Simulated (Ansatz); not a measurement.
Compare A (`[SiH3][SiH]1CCS1`) with its isomer B (`C=C[SiH2][SiH2]S`).

Computed with Ansatz on PBE0-D4/def2-TZVP structures; ΔE is electronic, products minus reactants. CCSD(T)/CBS adds triple-zeta CCSD(T) − MP2 to the extrapolated MP2 energy (def2 sets, frozen cores). Functionals use def2-TZVPP. B3LYP here is the variant with VWN-RPA as its local correlation; programs differ in this. One conformer a species, not always the lowest.

(1) Which isomer does CCSD(T)/CBS put lower? Give the gap. (Estimate.)

(2) Give E(B) − E(A) in kJ/mol with CCSD/def2-TZVPP, CCSD(T)/def2-TZVPP, r2SCAN-D4, MP2/def2-TZVPP, ωB97M-V, HF/def2-TZVPP, B3LYP-D4. (An estimate is asked.)

Largest T1 diagnostic: 0.012.

Results:

(1) The calculation gave: A, by 16.1 kJ/mol.

(2) Ansatz gave: CCSD/def2-TZVPP 14.1, CCSD(T)/def2-TZVPP 15.1, r2SCAN-D4 19.8, MP2/def2-TZVPP 25.6, ωB97M-V 20.7, HF/def2-TZVPP -3.2, B3LYP-D4 7.0. The order is the other way round with HF/def2-TZVPP.

In def2-TZVPP, CCSD(T) changes the Hartree–Fock value by +18.3 kJ/mol (the triples alone add +1.0 kJ/mol) and MP2 by +28.7 kJ/mol. From PBE to PBE0 (25 % exact exchange), in def2-TZVPP and without D4, E(B) − E(A) moves by +6.5 kJ/mol.
